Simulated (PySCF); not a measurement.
Level of theory: B3LYP-D3(BJ)/def2-TZVP // B3LYP-D3(BJ)/def2-SVP run with PySCF. All species are isolated molecules in the gas phase. One relaxed conformer stands for a flexible species; it need not be the lowest. B3LYP has the VWN-RPA correlation part, as in Gaussian. Excitations are Tamm–Dancoff values on a coarser integration grid. The basis has no diffuse functions, so Rydberg states are missing or too high.

Reference species (SMILES): `[SiH2]([Si@H]([SiH3])OC)C(F)(F)F` (C–O–Si–Si torsion 63°, Si–Si–Si–C torsion -44°) (neutral, multiplicity 1).

```json
{
 "HOMO–LUMO gap": "6.31 eV",
 "T1 excitation (TDA)": "4.78 eV",
 "brightest of the four lowest singlets (TDA)": "6.32 eV",
 "S1–T1 gap (TDA)": "0.57 eV"
}
```

Changed species: `CO[SiH2][Si@@H]([SiH3])C(F)(F)F` (C–O–Si–Si torsion -177°, O–Si–Si–Si torsion 25°).

Problem. Predict the effect on the HOMO–LUMO gap, T1 excitation (TDA), brightest of the four lowest singlets (TDA) and S1–T1 gap (TDA).

Solution. the HOMO–LUMO gap rises by 0.56 eV, to 6.87 eV; the T1 excitation (TDA) rises by 0.48 eV, to 5.26 eV; the brightest of the four lowest singlets (TDA) falls by 0.33 eV, to 5.99 eV; the S1–T1 gap (TDA) rises by 0.16 eV, to 0.73 eV.
